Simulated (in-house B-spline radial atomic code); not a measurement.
Settings and results of a run for Al2+. Level of theory: scalar-relativistic (X2C) PBE0, spin-polarised, spherical fractional occupations, Fermi nucleus of rms radius 3.061 fm; calculated with a radial B-spline atomic code at the basis-set limit.

Command:
```bash
python run_scf.py task.json out
```
Settings (nuclear radius in fm, mass in u):
```
Z                13
configuration    [Ne] 3s1
hamiltonian      x2c
method           pbe0
spin_polarised   True
nucleus          fermi
rms_radius       3.061
atomic_mass      26.98154
speed_of_light   137.035999084
```

Output (hartree, bohr):
```
 radial grid: 70 intervals, B-splines of order 8, outer radius 25.5556 bohr

 iter        energy (Eh)    residual
    1        -240.482595    2.20e-01
    2        -241.468520    1.40e-01
    3        -241.764355    3.66e-02
    4        -241.785884    9.06e-03
    5        -241.786925    4.59e-03
    6        -241.787307    2.33e-04
    7        -241.787307    2.15e-05
    8        -241.787307    6.67e-07
    9        -241.787307    3.57e-08

 total energy                      -241.78731
 kinetic                             242.3242
 electron-nucleus                   -570.2955
 Hartree                             104.2288
 exact exchange                       -4.4300
 exchange-correlation                -13.6147

 orbital      occ     eigenvalue          <r>       <r^2>       <1/r>       <r^4>     <1/r^3>       r_max
 1s up      1.000       -57.0695     0.119959    0.019399     12.6826 0.000978681           -      0.0782
 1s down    1.000       -57.0627     0.119968   0.0194016     12.6817 0.000978902           -     0.07821
 2s up      1.000        -4.9824     0.622581    0.464063      2.3534    0.401684           -      0.4956
 2s down    1.000        -4.9687     0.622688    0.464059      2.3521    0.400949           -       0.496
 2p up      3.000        -3.4918     0.600621    0.457287      2.2135    0.473245     35.8174      0.4291
 2p down    3.000        -3.4825     0.599199     0.45442     2.21635    0.463669     35.8988       0.429
 3s up      1.000        -0.9371      2.19915     5.52278    0.611013     47.8722           -       1.915
```

Cost of the run: 0.28 s on 1 thread of Arm Neoverse V1, with other jobs on the host.
